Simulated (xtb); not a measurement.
CH₇AlN₂, SMILES [CH3][Al]([NH2])[NH2]. All values are semi-empirical tight-binding results from xtb (GFN2-xTB unless named), good for trends rather than for accurate numbers. The structure is a stationary point at GFN2-xTB. The structure was generated by enumeration; whether it is a known compound was not checked. Other conformers were not sampled.

For metal compounds this method's bond lengths and energies can be far off.

Computed properties:
```yaml
orbital_gap: 4.54 eV
zero_point_energy: 51.0 kcal/mol
G − E(el) at 298.15 K (modified RRHO): 31.1 kcal/mol
```
